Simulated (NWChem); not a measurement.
Species: silylphosphine (SiPH₅); SMILES [SiH3]P

Results from NWChem. Structure relaxed at the PBE0/def2-SVP level.

Problem. What does the run give for PBE/pcseg-1? Quantities: highest occupied level (eV); orbital gap (eV); dipole (D).

Solution. 
- highest occupied level (eV) = -6.50
- orbital gap (eV) = 5.90
- dipole (D) = 0.94
